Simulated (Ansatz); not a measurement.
Molecular dynamics of GeH3Se

Input file:

```yaml
crystal:
  periodic: [false, false, false]
  atoms:
    - { symbol: Ge, position_ang: [-0.241426, -0.369764, 0.066685] }
    - { symbol: Se, position_ang: [1.044257, 1.457044, -0.744379] }
    - { symbol: H, position_ang: [0.349348, -1.791072, -0.153051] }
    - { symbol: H, position_ang: [-1.783087, -0.267221, -0.105683] }
    - { symbol: H, position_ang: [0.681008, 0.897312, 0.895029] }
magnetization:
  spin_polarized: true
  initial_magnetization: 1
basis:
  gaussian: { orbitals: def2-mTZVP }
hamiltonian:
  xc: blyp
md:
  timestep: 0.5
  n_steps: 200
  ensemble: nve
  temperature: 300.0
  initial_velocities: maxwell_boltzmann
  seed: 5009
```

Run as:

```bash
$ ansatz run input.yaml --threads 2 --pin off --max-ram 3072MiB --backend cpu --events-out ev --progress --plain --runs-dir out
```

It starts at the highest image of a converged band, a first-order saddle point between two minima.

Output, in part (one step line in 3, the closing report, with atoms numbered from 0):

```
md step     0: t =     0.00 fs  T =   300.0 K  F+E_penalty+E_count = -121917.32322959 eV  E_kin = 0.116334 eV  conserved = -121917.20689559 eV  (44 SCF iters)
md step     3: t =     1.50 fs  T =   275.3 K  F+E_penalty+E_count = -121917.31353931 eV  E_kin = 0.106750 eV  conserved = -121917.20678914 eV  (32 SCF iters)
md step     6: t =     3.00 fs  T =   232.8 K  F+E_penalty+E_count = -121917.29691028 eV  E_kin = 0.090277 eV  conserved = -121917.20663354 eV  (27 SCF iters)
md step     9: t =     4.50 fs  T =   225.1 K  F+E_penalty+E_count = -121917.29384648 eV  E_kin = 0.087285 eV  conserved = -121917.20656157 eV  (26 SCF iters)
md step    12: t =     6.00 fs  T =   278.1 K  F+E_penalty+E_count = -121917.31444797 eV  E_kin = 0.107853 eV  conserved = -121917.20659525 eV  (31 SCF iters)
md step    15: t =     7.50 fs  T =   382.5 K  F+E_penalty+E_count = -121917.35497293 eV  E_kin = 0.148317 eV  conserved = -121917.20665583 eV  (31 SCF iters)
md step    18: t =     9.00 fs  T =   521.4 K  F+E_penalty+E_count = -121917.40882872 eV  E_kin = 0.202196 eV  conserved = -121917.20663252 eV  (31 SCF iters)
md step    21: t =    10.50 fs  T =   711.4 K  F+E_penalty+E_count = -121917.48233825 eV  E_kin = 0.275852 eV  conserved = -121917.20648626 eV  (31 SCF iters)
md step    24: t =    12.00 fs  T =  1012.8 K  F+E_penalty+E_count = -121917.59915289 eV  E_kin = 0.392760 eV  conserved = -121917.20639295 eV  (31 SCF iters)
md step    27: t =    13.50 fs  T =  1467.9 K  F+E_penalty+E_count = -121917.77582083 eV  E_kin = 0.569204 eV  conserved = -121917.20661719 eV  (32 SCF iters)
md step    30: t =    15.00 fs  T =  2011.7 K  F+E_penalty+E_count = -121917.98721449 eV  E_kin = 0.780099 eV  conserved = -121917.20711541 eV  (32 SCF iters)
md step    33: t =    16.50 fs  T =  2484.0 K  F+E_penalty+E_count = -121918.17082166 eV  E_kin = 0.963227 eV  conserved = -121917.20759449 eV  (35 SCF iters)
md step    36: t =    18.00 fs  T =  2733.1 K  F+E_penalty+E_count = -121918.26760408 eV  E_kin = 1.059834 eV  conserved = -121917.20776997 eV  (36 SCF iters)
md step    39: t =    19.50 fs  T =  2715.7 K  F+E_penalty+E_count = -121918.26065996 eV  E_kin = 1.053082 eV  conserved = -121917.20757767 eV  (40 SCF iters)
md step    42: t =    21.00 fs  T =  2507.9 K  F+E_penalty+E_count = -121918.17976911 eV  E_kin = 0.972512 eV  conserved = -121917.20725761 eV  (43 SCF iters)
md step    45: t =    22.50 fs  T =  2224.0 K  F+E_penalty+E_count = -121918.06946537 eV  E_kin = 0.862428 eV  conserved = -121917.20703692 eV  (53 SCF iters)
md step    48: t =    24.00 fs  T =  1942.0 K  F+E_penalty+E_count = -121917.96001924 eV  E_kin = 0.753075 eV  conserved = -121917.20694396 eV  (50 SCF iters)
md step    51: t =    25.50 fs  T =  1695.2 K  F+E_penalty+E_count = -121917.86424572 eV  E_kin = 0.657364 eV  conserved = -121917.20688158 eV  (49 SCF iters)
md step    54: t =    27.00 fs  T =  1506.7 K  F+E_penalty+E_count = -121917.79102944 eV  E_kin = 0.584274 eV  conserved = -121917.20675504 eV  (119 SCF iters)
md step    57: t =    28.50 fs  T =  1417.1 K  F+E_penalty+E_count = -121917.75619746 eV  E_kin = 0.549527 eV  conserved = -121917.20667044 eV  (53 SCF iters)
md step    60: t =    30.00 fs  T =  1445.4 K  F+E_penalty+E_count = -121917.76739400 eV  E_kin = 0.560508 eV  conserved = -121917.20688642 eV  (55 SCF iters)
md step    63: t =    31.50 fs  T =  1514.7 K  F+E_penalty+E_count = -121917.79469251 eV  E_kin = 0.587368 eV  conserved = -121917.20732441 eV  (53 SCF iters)
md step    66: t =    33.00 fs  T =  1488.1 K  F+E_penalty+E_count = -121917.78452882 eV  E_kin = 0.577072 eV  conserved = -121917.20745634 eV  (106 SCF iters)
md step    69: t =    34.50 fs  T =  1392.4 K  F+E_penalty+E_count = -121917.74649704 eV  E_kin = 0.539963 eV  conserved = -121917.20653393 eV  (56 SCF iters)
md step    72: t =    36.00 fs  T =  1392.7 K  F+E_penalty+E_count = -121917.74617824 eV  E_kin = 0.540058 eV  conserved = -121917.20612006 eV  (50 SCF iters)
md step    75: t =    37.50 fs  T =  1604.6 K  F+E_penalty+E_count = -121917.82891782 eV  E_kin = 0.622224 eV  conserved = -121917.20669380 eV  (52 SCF iters)
md step    78: t =    39.00 fs  T =  1851.8 K  F+E_penalty+E_count = -121917.92546776 eV  E_kin = 0.718081 eV  conserved = -121917.20738646 eV  (54 SCF iters)
md step    81: t =    40.50 fs  T =  1900.0 K  F+E_penalty+E_count = -121917.94414672 eV  E_kin = 0.736785 eV  conserved = -121917.20736162 eV  (45 SCF iters)
md step    84: t =    42.00 fs  T =  1729.4 K  F+E_penalty+E_count = -121917.87762060 eV  E_kin = 0.670613 eV  conserved = -121917.20700772 eV  (41 SCF iters)
md step    87: t =    43.50 fs  T =  1448.0 K  F+E_penalty+E_count = -121917.76820970 eV  E_kin = 0.561495 eV  conserved = -121917.20671483 eV  (41 SCF iters)
md step    90: t =    45.00 fs  T =  1161.2 K  F+E_penalty+E_count = -121917.65677861 eV  E_kin = 0.450297 eV  conserved = -121917.20648173 eV  (40 SCF iters)
md step    93: t =    46.50 fs  T =   955.1 K  F+E_penalty+E_count = -121917.57665261 eV  E_kin = 0.370360 eV  conserved = -121917.20629250 eV  (39 SCF iters)
md step    96: t =    48.00 fs  T =   890.0 K  F+E_penalty+E_count = -121917.55148858 eV  E_kin = 0.345111 eV  conserved = -121917.20637790 eV  (38 SCF iters)
md step    99: t =    49.50 fs  T =   935.5 K  F+E_penalty+E_count = -121917.56946363 eV  E_kin = 0.362757 eV  conserved = -121917.20670674 eV  (40 SCF iters)
md step   102: t =    51.00 fs  T =   999.9 K  F+E_penalty+E_count = -121917.59434158 eV  E_kin = 0.387755 eV  conserved = -121917.20658667 eV  (39 SCF iters)
md step   105: t =    52.50 fs  T =  1130.6 K  F+E_penalty+E_count = -121917.64448167 eV  E_kin = 0.438439 eV  conserved = -121917.20604312 eV  (41 SCF iters)
md step   108: t =    54.00 fs  T =  1476.1 K  F+E_penalty+E_count = -121917.77875599 eV  E_kin = 0.572417 eV  conserved = -121917.20633932 eV  (54 SCF iters)
md step   111: t =    55.50 fs  T =  1943.7 K  F+E_penalty+E_count = -121917.96084701 eV  E_kin = 0.753747 eV  conserved = -121917.20710026 eV  (52 SCF iters)
md step   114: t =    57.00 fs  T =  2295.6 K  F+E_penalty+E_count = -121918.09739218 eV  E_kin = 0.890173 eV  conserved = -121917.20721960 eV  (49 SCF iters)
md step   117: t =    58.50 fs  T =  2473.6 K  F+E_penalty+E_count = -121918.16613483 eV  E_kin = 0.959206 eV  conserved = -121917.20692858 eV  (48 SCF iters)
md step   120: t =    60.00 fs  T =  2565.7 K  F+E_penalty+E_count = -121918.20161870 eV  E_kin = 0.994922 eV  conserved = -121917.20669681 eV  (50 SCF iters)
md step   123: t =    61.50 fs  T =  2652.0 K  F+E_penalty+E_count = -121918.23496489 eV  E_kin = 1.028396 eV  conserved = -121917.20656915 eV  (84 SCF iters)
md step   126: t =    63.00 fs  T =  2772.5 K  F+E_penalty+E_count = -121918.28178916 eV  E_kin = 1.075113 eV  conserved = -121917.20667665 eV  (88 SCF iters)
md step   129: t =    64.50 fs  T =  2866.0 K  F+E_penalty+E_count = -121918.31853746 eV  E_kin = 1.111386 eV  conserved = -121917.20715142 eV  (106 SCF iters)
md step   132: t =    66.00 fs  T =  2774.4 K  F+E_penalty+E_count = -121918.28319652 eV  E_kin = 1.075838 eV  conserved = -121917.20735848 eV  (47 SCF iters)
md step   135: t =    67.50 fs  T =  2438.4 K  F+E_penalty+E_count = -121918.15248358 eV  E_kin = 0.945560 eV  conserved = -121917.20692321 eV  (57 SCF iters)
md step   138: t =    69.00 fs  T =  2005.8 K  F+E_penalty+E_count = -121917.98407372 eV  E_kin = 0.777809 eV  conserved = -121917.20626457 eV  (52 SCF iters)
md step   141: t =    70.50 fs  T =  1680.4 K  F+E_penalty+E_count = -121917.85798421 eV  E_kin = 0.651626 eV  conserved = -121917.20635782 eV  (40 SCF iters)
md step   144: t =    72.00 fs  T =  1445.7 K  F+E_penalty+E_count = -121917.76738521 eV  E_kin = 0.560616 eV  conserved = -121917.20676920 eV  (40 SCF iters)
md step   147: t =    73.50 fs  T =  1175.8 K  F+E_penalty+E_count = -121917.66270608 eV  E_kin = 0.455949 eV  conserved = -121917.20675725 eV  (38 SCF iters)
md step   150: t =    75.00 fs  T =   863.5 K  F+E_penalty+E_count = -121917.54129729 eV  E_kin = 0.334841 eV  conserved = -121917.20645667 eV  (38 SCF iters)
md step   153: t =    76.50 fs  T =   604.0 K  F+E_penalty+E_count = -121917.44041738 eV  E_kin = 0.234238 eV  conserved = -121917.20617906 eV  (39 SCF iters)
md step   156: t =    78.00 fs  T =   496.1 K  F+E_penalty+E_count = -121917.39840987 eV  E_kin = 0.192386 eV  conserved = -121917.20602415 eV  (37 SCF iters)
md step   159: t =    79.50 fs  T =   597.5 K  F+E_penalty+E_count = -121917.43773981 eV  E_kin = 0.231714 eV  conserved = -121917.20602538 eV  (36 SCF iters)
md step   162: t =    81.00 fs  T =   903.8 K  F+E_penalty+E_count = -121917.55679527 eV  E_kin = 0.350483 eV  conserved = -121917.20631267 eV  (36 SCF iters)
md step   165: t =    82.50 fs  T =  1307.5 K  F+E_penalty+E_count = -121917.71394122 eV  E_kin = 0.507025 eV  conserved = -121917.20691607 eV  (35 SCF iters)
md step   168: t =    84.00 fs  T =  1603.2 K  F+E_penalty+E_count = -121917.82912360 eV  E_kin = 0.621670 eV  conserved = -121917.20745401 eV  (35 SCF iters)
md step   171: t =    85.50 fs  T =  1625.2 K  F+E_penalty+E_count = -121917.83753241 eV  E_kin = 0.630225 eV  conserved = -121917.20730783 eV  (34 SCF iters)
md step   174: t =    87.00 fs  T =  1444.5 K  F+E_penalty+E_count = -121917.76661286 eV  E_kin = 0.560167 eV  conserved = -121917.20644600 eV  (36 SCF iters)
md step   177: t =    88.50 fs  T =  1343.0 K  F+E_penalty+E_count = -121917.72687669 eV  E_kin = 0.520786 eV  conserved = -121917.20609061 eV  (33 SCF iters)
md step   180: t =    90.00 fs  T =  1436.8 K  F+E_penalty+E_count = -121917.76385752 eV  E_kin = 0.557173 eV  conserved = -121917.20668466 eV  (35 SCF iters)
md step   183: t =    91.50 fs  T =  1546.9 K  F+E_penalty+E_count = -121917.80694147 eV  E_kin = 0.599875 eV  conserved = -121917.20706686 eV  (36 SCF iters)
md step   186: t =    93.00 fs  T =  1530.2 K  F+E_penalty+E_count = -121917.80028213 eV  E_kin = 0.593390 eV  conserved = -121917.20689185 eV  (40 SCF iters)
md step   189: t =    94.50 fs  T =  1426.5 K  F+E_penalty+E_count = -121917.75966421 eV  E_kin = 0.553151 eV  conserved = -121917.20651302 eV  (40 SCF iters)
md step   192: t =    96.00 fs  T =  1363.1 K  F+E_penalty+E_count = -121917.73473693 eV  E_kin = 0.528574 eV  conserved = -121917.20616291 eV  (40 SCF iters)
md step   195: t =    97.50 fs  T =  1458.8 K  F+E_penalty+E_count = -121917.77181158 eV  E_kin = 0.565710 eV  conserved = -121917.20610158 eV  (40 SCF iters)
md step   198: t =    99.00 fs  T =  1730.5 K  F+E_penalty+E_count = -121917.87750321 eV  E_kin = 0.671041 eV  conserved = -121917.20646178 eV  (47 SCF iters)
md step   200: t =   100.00 fs  T =  1952.4 K  F+E_penalty+E_count = -121917.96388269 eV  E_kin = 0.757121 eV  conserved = -121917.20676164 eV  (102 SCF iters)
Total energy: -121917.96418312 eV, -4480.4025447653 hartree
Atom 0 at    -0.273144    -0.413147     0.113208 Å, force     1.431659     2.187352     0.286399 eV/Å
Atom 1 at     1.075947     1.501082    -0.786775 Å, force    -0.215673    -0.220565     0.056065 eV/Å
Atom 2 at     0.565064    -1.505825    -0.524517 Å, force    -0.167367    -0.730917     0.151482 eV/Å
Atom 3 at    -1.640879    -0.066472    -0.475485 Å, force    -0.399506    -0.401891     0.248102 eV/Å
Atom 4 at     0.125731     0.087117     1.605606 Å, force    -0.649113    -0.833979    -0.742049 eV/Å
Dipole moment:    -0.323011    -0.458740     0.191704 e Å
```

The run went to its last step. The conserved energy stayed within 0.18 meV per atom of its start (net change 0.027 meV per atom), so the integration is sound. The system heated up, since it started high on the potential surface and ran downhill. A run of 0.1 ps of so small a system gives no equilibrium averages.

The step under study would form Ge1–H5 and break Se2–H5. These pairs go: Ge1–H5 1.77 → 1.62 Å, Se2–H5 1.77 → 2.94 Å. In the last frame they stand as after the step (other bonds may differ from the relaxed reactants and products). It ends as one piece, GeH3Se. Pairs count as bonded within 1.25 times the sum of covalent radii (0.12 Å more for H–H).

Last frame:

```xyz
5
Properties=species:S:1:pos:R:3
Ge -0.273 -0.413 0.113
Se 1.076 1.501 -0.787
H 0.565 -1.506 -0.524
H -1.641 -0.067 -0.475
H 0.126 0.087 1.606
```

Run time: 7.7 min on 2 threads of Arm Neoverse V1 (shared host), peak memory 0.17 GiB.
